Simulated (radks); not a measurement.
Results of a calculation; reference values are marked as such.
Lu V, configuration [Xe] 4f12.5 6s0.5 (fractional occupations, a model configuration).

Level of theory: scalar-relativistic Kohn-Sham, LDA (Slater exchange, Perdew-Zunger correlation), spin-polarised, spherical densities, point nucleus; open shells are filled with parallel spins first (spin-orbit coupling, left out, can overturn this in heavy ions) (a radial shooting solver on a logarithmic mesh with Libxc functionals).

Energy parts (hartree):
total: -14550.8333
kinetic: 15898.5699
electron-nucleus: -35733.6071
Hartree: 5573.5545
exchange-correlation: -289.3506

Orbitals (lengths in bohr, moments of r in powers of bohr; <r^-3> diverges for s and p1/2):
orbital  occ.  eigenvalue (hartree)  <r^-3>      <r^2>
1s up       1             -2324.270       -  0.0005126
1s down     1             -2324.269       -  0.0005126
2s up       1             -397.4045       -   0.007928
2s down     1             -397.4027       -   0.007928
2p up       3             -349.9824   16850   0.006499
2p down     3             -349.9810   16850   0.006498
3s up       1             -91.69008       -    0.05178
3s down     1             -91.66078       -    0.05177
3p up       3             -77.46234    3693    0.05234
3p down     3             -77.43309    3695    0.05232
3d up       5             -60.34772   483.0    0.04349
3d down     5             -60.32484   483.2    0.04347
4s up       1             -19.90748       -     0.2574
4s down     1             -19.85289       -     0.2574
4p up       3             -15.22593   850.4     0.2923
4p down     3             -15.17268   849.8     0.2924
4d up       5              -9.11853   94.39     0.3440
4d down     5              -9.06686   94.26     0.3444
4f up       7              -2.37443   15.07     0.5635
4f down   5.5              -2.32659   14.99     0.5701
5s up       1              -4.05696       -      1.435
5s down     1              -4.03273       -      1.440
5p up       3              -2.89273   125.6      1.920
5p down     3              -2.87257   124.8      1.923
6s up     0.5              -1.35473       -      7.353
6s down     0              -1.32581       -      7.371

The highest occupied level is 6s up at -36.864 eV. The density falls to 0.001 e/bohr^3 at r = 3.38 bohr. Spin moment in Bohr magnetons: 2. Summed over all electrons, <r^2> = 31.78 bohr^2, which gives a Langevin (diamagnetic) susceptibility term of -25.2 x 10^-6 cm^3/mol.
